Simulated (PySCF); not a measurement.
# Ir²⁺: excitation energy

Ir²⁺ [Xe] 4f14 5d7 (4F) → Ir²⁺ [Xe] 4f14 5d6 6p1 (high-spin determinant), as a difference of total energies. All numbers are calculated (PySCF 2.14, a scalar-relativistic core potential, in def2-TZVPPD with the def2 core potential (60 electrons) (6s5p3d2f1g, 59 functions)). Correlated levels: valence and next inner shell: nothing frozen outside the core potential. The calculations carry no spin-orbit coupling.

```json
{"method": "UHF", "excitation energy (cm⁻¹)": "77270"}
{"method": "MP2 (valence and next inner shell)", "excitation energy (cm⁻¹)": "81234"}
{"method": "SCS-MP2 (valence and next inner shell)", "excitation energy (cm⁻¹)": "83222"}
{"method": "CCSD (valence and next inner shell)", "excitation energy (cm⁻¹)": "81540"}
{"method": "CCSD(T) (valence and next inner shell)", "excitation energy (cm⁻¹)": "81541"}
```

The determinant of the upper state mixes LS terms, which raises its energy above the lowest term, most at the Hartree-Fock and MP2 levels.
